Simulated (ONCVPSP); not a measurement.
# What one change does to a pseudopotential (H (Z = 1), ONCV)

hydrogen, optimised norm-conserving Vanderbilt (ONCV), made with ONCVPSP 4.0.1 (PBE, scalar-relativistic). Core none, reference 1s0.5 (charge +0.5). Waves: 1s: rc 1.10 bohr, ncon 5, nbas 8, qcut 5.4 1/bohr, 3 projectors, debl 3.7 Ha; p scattering state at 0.07 Ha: rc 1.15 bohr, ncon 5, nbas 9, qcut 7.5 1/bohr, 2 projectors, debl 4 Ha. Local part: polynomial inside 1.05 bohr (lpopt 5, dvloc0 2 Ha). Core correction: none.

All-electron outer shells of the reference configuration (PBE, scalar-relativistic, ld1.x):

| shell | level (eV) | outermost node (bohr) | outermost maximum (bohr) |
| --- | --- | --- | --- |
| 1s | -12.68 | – | 0.94 |

Change: all radii scaled by about 1.26 (s 1.38, p 1.46 bohr); local potential polynomial inside 1.32 bohr (lpopt 5, dvloc0 2 Ha).

Cutoffs: the cutoffs (Ha) at which the residual kinetic energy of the hardest occupied pseudo-wave falls to 1 and 0.1 mHa per electron; they do not see the model core or the augmentation charge, which bear on the density cutoff. Errors are all-electron minus pseudo energies relative to the spin-unpolarised reference configuration.

Problem. What does the change do?

Solution. The potential gets softer (19 Ha and 105 Ha → 14 Ha and 57 Ha); neither file shows a bound ghost. A larger radius leaves more room for a smooth pseudo-wave, so fewer plane waves are needed.

```csv
quantity,base,changed
"cutoff, loose",19 Ha,14 Ha
"cutoff, tight",105 Ha,57 Ha
bound ghosts,none,none
GHOST(+) flags under 300 eV,none,none
"error for 1s1, meV [ΔE -4.76 eV]",+1.3,+2.9
```
